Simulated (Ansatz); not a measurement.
`B[S][GeH3]`, relaxed with RKS PBE0-D4/def2-TZVP in Ansatz 0.2.0 from a PBE-D4/def2-SVP geometry. The force threshold is 0.005 eV/Å; the program also tests the step.

Total charge 0; spin multiplicity 1.

Start:

```xyz
8

B    -1.408    0.908    0.591
S    -1.075   -0.822    0.335
Ge    1.059   -0.759   -0.448
H    -0.576    1.767    0.373
H    -2.519    1.178    1.000
H     1.016   -0.393   -1.953
H     1.652   -2.177   -0.255
H     1.851    0.298    0.358
```

Question: How much energy does the relaxation release, and in how many steps? (Best estimate.)

Answer: Ansatz gave: 2.55 kJ/mol, in 28 steps, 5 of them rejected.

Question: Which bonds change most? (Best estimate.)

Answer: The calculation gave: S2–Ge3 from 2.275 to 2.241 Å; B1–H5 from 1.214 to 1.193 Å; B1–H4 from 1.215 to 1.195 Å; Ge3–H6 from 1.549 to 1.533 Å.

Question: Give the relaxed structure. (An estimate is asked.)

Answer: Ansatz gave: 
```xyz
8

B    -1.415    0.893    0.525
S    -0.970   -0.819    0.554
Ge    1.065   -0.745   -0.384
H    -0.686    1.727    0.079
H    -2.484    1.173    0.974
H     0.935   -0.178   -1.803
H     1.582   -2.190   -0.419
H     1.975    0.139    0.476
```
